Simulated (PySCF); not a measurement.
# Dipole moment and polarisability of (OH)3Ti-O-SiH3

(OH)3Ti-O-SiH3 (singlet state).
Structure used (PBE0-D3(BJ)/def2-SVP), in Å, numbered top down from 1:
```
atom  x, y, z in Å
Ti1    0.7326   -0.1394    0.6745
O2     2.0285    1.0445    0.3734
O3     0.1588    0.0559    2.3486
O4     1.3840   -1.7839    0.4670
O5    -0.6188    0.1194   -0.4761
Si6   -1.7913    0.3347   -1.6205
H7     2.3769    1.7398    0.9388
H8     0.0574   -0.5792    3.0630
H9     2.2630   -2.0813    0.2155
H10   -2.0848   -0.9587   -2.3103
H11   -1.3422    1.3324   -2.6390
H12   -3.0487    0.8330   -0.9840
```

Level: PBE0/def2-SVPD (PySCF), static field, nuclei fixed, core orbitals frozen in the response. The polarisability tensor in these axes (au):

```
x   84.74 -1.95  9.72
y   -1.95 74.48 -1.77
z    9.72 -1.77 83.02
```

Problem. What are the eigenvalues, a third of the trace, and Δα (Δα² = ½Σ(αi − αj)² over the three pairs)?

Solution. Principal values 74.11, 74.14 and 94.00 au; mean 80.75 au = 11.97 Å³ = 13.31 × 10⁻⁴⁰ C²·m²/J; Δα = 19.88 au (25 % of the mean).

Problem. What is the dipole moment, and where does it point?

Solution. (1.55, -0.33, 1.38) D, 2.10 D in size, pointing from the negative to the positive side. Measured along this direction, the outermost atoms are H12 and H11 at the negative end and H8, H9 and H7 at the positive end.

Problem. Molar refractivity from α?

Solution. Lorentz–Lorenz: R = (4π/3)N_A α = 2.5225 cm³/(mol·Å³) × 11.97 Å³ = 30.2 cm³/mol, in the limit of long wavelengths.

Problem. What depolarisation ratio follows for Rayleigh scattering of linearly polarised light, taking the static tensor?

Solution. ρ = 3Δα²/(45ᾱ² + 4Δα²) = 1185.0/(293397 + 1580.1) = 0.00402.

Problem. Give the eigenvalues of the traceless quadrupole moment Θ = ½Σq(3rr − r²1), origin at the centre of nuclear charge.

Solution. -2.07, -1.67, 3.74 D·Å. The values depend on the origin, since the dipole doesn't vanish. The electronic extent ⟨r²⟩ about the same centre is 1174 bohr², a root-mean-square distance of 2.11 Å for the 74 electrons.

Geometry: PBE0-D3(BJ)/def2-SVP; no solvent, vibrations or thermal averaging.
